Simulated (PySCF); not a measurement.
IrOCl₂, quartet: structure and spectrum

Level of theory: PySCF, UB3LYP, basis Ir def2-SVP with ECP60, O def2-SVP, Cl def2-SVP (scalar-relativistic core potentials, no spin–orbit coupling, density fitting).

The structure is a minimum.

```xyz
4
charge 0 multiplicity 4, angstrom
Ir    0.0000    0.0000    0.0254
O     0.0000    0.0000    1.7668
Cl    2.2003    0.0000   -0.4692
Cl   -2.2003    0.0000   -0.4692
```

* Point group: C2v
* Bond lengths: Ir–Cl 2.255 Å (×2), Ir–O 1.741 Å
* Bond angles: Cl–Ir–Cl 154.7°, Cl–Ir–O 102.7° (×2)
* Entropy at 298.15 K and 1 bar (electronic part: spin only): 348.0 J/(mol K)
* Dipole moment: 1.48 D
* Principal polarisabilities: 36.1, 50.2, 96.2 bohr³
* Highest occupied level (α): -7.55 eV
* Atomisation energy without zero-point energy: 1039 kJ/mol
* Rotational constants: 0.2576, 0.04979, 0.04172 cm⁻¹
* Heat capacity Cp at 298.15 K: 72.1 J/(mol K)
* Principal quadrupole moments (Buckingham, traceless) about the centre of mass: -1.64, -0.34, 1.98 D Å
* Zero-point energy: 12.2 kJ/mol
* Enthalpy at 298.15 K above 0 K: 17.23 kJ/mol
* Rotational symmetry number: 2
* Lowest empty level (β): -5.43 eV
* Spin squared ⟨S²⟩: 3.762

Harmonic modes (masses in u: Ir 192.963, O 15.995, Cl 34.969):
```json
{"symmetry": "b1", "ω (cm⁻¹)": "95", "IR (km/mol)": "2.7", "type": "bend"}
{"symmetry": "a1", "ω (cm⁻¹)": "114", "IR (km/mol)": "0.3", "type": "bend"}
{"symmetry": "b2", "ω (cm⁻¹)": "161", "IR (km/mol)": "2.2", "type": "bend"}
{"symmetry": "a1", "ω (cm⁻¹)": "374", "IR (km/mol)": "2.1", "type": "stretch"}
{"symmetry": "b2", "ω (cm⁻¹)": "388", "IR (km/mol)": "74.0", "type": "stretch"}
{"symmetry": "a1", "ω (cm⁻¹)": "910", "IR (km/mol)": "7.4", "type": "stretch"}
```

In C2v the vibrations span b1 + 3a1 + 2b2. Here b1 is antisymmetric to the molecular plane and b2 lies in it.

Charges (e):
```
 atom  Mulliken  Löwdin  polar tensor  spin (Mulliken)  Mayer order to Ir1
  Ir1      0.55   -0.19          1.00             1.61                   –
   O2     -0.22   -0.02         -0.24             0.89                1.86
Cl3,4     -0.17    0.11         -0.38             0.25                1.11
```

Mulliken populations on Ir1 (electrons outside its core potential): s 2.79, p 6.36, d 7.24, f 0.05.

Formally Ir is in oxidation state +4, d5, with 3 unpaired electrons (the high-spin count would be 5). The Mulliken spin on Ir is 1.61. The polar-tensor charge on Ir, 1.00, is far below the formal one.

Only a few start shapes were tried, so a lower isomer may exist. Other spin states or occupations of the open shell can lie lower. Spin–orbit coupling, left out here, can matter for elements this heavy.

The final relaxation and frequency run took 3.3 min on 2 threads of a shared Arm Neoverse V1 host, with 82 basis functions and 14 gradients; the process peaked at 0.97 GiB.
